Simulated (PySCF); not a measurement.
**HInO: from structure and modes to constants**

These are results of PBE in PySCF with In def2-TZVP with ECP28, O def2-TZVP, H def2-TZVP; scalar-relativistic core potentials, no spin–orbit coupling; density-fitted integrals, not measurements.

The singlet minimum has C∞v symmetry. Masses (u): In 114.90388, O 15.99492, H 1.00782.

```xyz
3
charge 0 multiplicity 1, angstrom
In    0.0000    0.0000    0.2100
O     0.0000    0.0000   -1.6289
H     0.0000    0.0000    1.8861
```

Harmonic wavenumbers (cm⁻¹): 459.8 (π, ×2), 791.3 (σ+, ×1), 1872.9 (σ+, ×1).

Problem. Find the principal moments of inertia and the rotational constants. What kind of rotor is it?

Solution. About the centre of mass I = 51.093 u Å². With B = 16.8576/I this gives 0.3299 cm⁻¹. The molecule is linear.

Problem. What is the harmonic zero-point energy?

Solution. Half the sum of all 4 wavenumbers, 3584/2 = 1792 cm⁻¹, which is 21.4 kJ/mol (1 cm⁻¹ = 0.0119627 kJ/mol).

Problem. Find the vibrational entropy and heat capacity at 298.15 K.

Solution. With u = 1.43878 ω/T, each mode gives S = R[u/(eᵘ−1) − ln(1−e⁻ᵘ)] and C = R u² eᵘ/(eᵘ−1)².
```csv
ω (cm⁻¹),u,S (J/(mol K)),C (J/(mol K))
459.8 (×2),2.219,3.21,5.60
791.3,3.819,0.90,2.78
1872.9,9.038,0.01,0.08
```
The sums over all modes are S = 7.3 and C = 14.1 J/(mol K); the softest mode gives 44 % of the entropy (each member, where degenerate).

Problem. Give the standard entropy (298.15 K, 1 bar) by its translational, rotational, vibrational and spin parts, and Cp.

Solution. Sackur–Tetrode with M = 131.91 u gives 169.7; rotation with symmetry number 1 gives 61.9; vibration 7.3; spin R ln 1 = 0.0. The total is 238.9 J/(mol K), and Cp = 7/2 R + 14.1 = 43.2 J/(mol K).

Other isomers or separated fragments may lie lower.
